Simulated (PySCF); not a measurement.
## Relaxation of doublet Pb₃O⁺

All numbers come from PySCF, UB3LYP, basis O def2-SVP, Pb def2-SVP with ECP60 (scalar-relativistic core potentials, no spin–orbit coupling, density fitting). A (50,194) grid was used.

A start at or just off a symmetric point, pushed along the force that breaks its symmetry, of C2v symmetry, free to break it:

```xyz
4
charge 1 multiplicity 2, angstrom
O     0.0393    0.0680    0.0000
Pb    2.2297   -0.0183    0.0000
Pb   -1.1304    1.9220    0.0000
Pb   -1.1023   -1.9089    0.0000
```

Task: What does it relax to?

Result: It ends at C2v with O–Pb 2.229 Å, O–Pb 2.248 Å (×2), Pb–Pb 3.107 Å; O–Pb–Pb 46.3° (×2), Pb–O–Pb 87.4°, Pb–O–Pb 136.3° (×2) (after a last refinement on a finer grid). The frequency run here used a shortcut that can spoil soft modes, so no verdict on minimum or saddle point is given. Other isomers or separated fragments may lie lower.

Task: How much energy is released, and in how many steps?

Result: 55.1 kJ/mol in 25 steps.

With an element this heavy the missing spin–orbit coupling can shift these numbers.

The relaxation took roughly 8 core-minutes on a shared host.
